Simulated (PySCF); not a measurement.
PySCF 2.14 output of an unrestricted M06-L calculation on a single atom or ion in def2-QZVPPD with the def2 core potential (60 electrons), with a scalar-relativistic core potential:

```
SCF conv_tol = 1e-09
number electrons alpha = 10  beta = 8
    Y. Zhao and D. G. Truhlar.,  J. Chem. Phys. 125, 194101 (2006)
    Y. Zhao and D. G. Truhlar.,  J. Chem. Phys. 125, 194101 (2006)
    Y. Zhao and D. G. Truhlar.,  Theor. Chem. Acc. 120, 215 (2008)
cycle= 1 E= -152.341272516139  delta_E= -0.011  |g|= 0.0324  |ddm|= 0.588
cycle= 2 E= -152.341496793532  delta_E= -0.000224  |g|= 0.0155  |ddm|= 0.113
cycle= 3 E= -152.341551822571  delta_E= -5.5e-05  |g|= 0.00371  |ddm|= 0.0209
cycle= 4 E= -152.341555317532  delta_E= -3.49e-06  |g|= 0.000393  |ddm|= 0.00454
cycle= 5 E= -152.341555383856  delta_E= -6.63e-08  |g|= 2.43e-05  |ddm|= 0.00231
cycle= 6 E= -152.341555384049  delta_E= -1.93e-10  |g|= 1.94e-06  |ddm|= 3.91e-05
converged SCF energy = -152.341555384049  <S^2> = 2.0009555  2S+1 = 3.0006369
```

The run itself started from symmetry-adapted Hartree-Fock orbitals and held the occupation by maximum overlap, on a logarithmic radial grid, so the iterations belong to that start.

Question: Which element, charge and spin multiplicity is this?

Answer: Hg²⁺ (mercury, charge +2), multiplicity 3; the state was [Xe] 4f14 5d9 6s1, high-spin 3D determinant (an excited configuration).

Energies and moments cover only the electrons outside the core potential. Spin-orbit coupling, absent here, splits the open shell strongly.
